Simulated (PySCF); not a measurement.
**Working out the ionisation energy of Zn¹⁸⁺**

Zn¹⁸⁺ [Ne] 3s2 (1S) → Zn¹⁹⁺ [Ne] 3s1 (2S). All numbers are calculated (PySCF 2.14, no relativity, point nucleus, in an uncontracted even-tempered set (16 s from 1.7 bohr⁻², ratio 2.5; 11 p from 2.2 bohr⁻², ratio 2.5; 5 d from 8.7 bohr⁻², ratio 2.7; 4 f from 13 bohr⁻², ratio 2.7)). Frozen: 1s2; the 20 highest virtual orbitals dropped. Energies in hartree (1 hartree = 27.21139 eV):

| part | Zn¹⁸⁺ (lower) | Zn¹⁹⁺ (upper) |
| --- | --- | --- |
| UHF | -1604.547584 | -1579.333821 |
| CCSD correlation | -0.434500 | -0.313923 |
| (T) | -0.002107 | -0.000323 |

Task: What does Hartree-Fock give?

Result: (-1579.333821) − (-1604.547584) = 25.213763 hartree = 686.101 eV.

Task: What do CCSD and CCSD(T) give?

Result: The CCSD correlation energies differ by 0.120577 hartree = 3.281 eV and the triples by 0.001784 hartree = 0.049 eV, so CCSD gives 689.382 eV and CCSD(T) 689.431 eV.

A first-order spin-orbit estimate adds 0.000 eV to CCSD(T) (outer shells), giving 689.431 eV against 697.5 ± 0.7 eV (semi-empirical (NIST evaluation); NIST Atomic Spectra Database, ionization energies).

The calculation is non-relativistic.

What remains against the reference includes basis incompleteness, the frozen core and higher excitations.
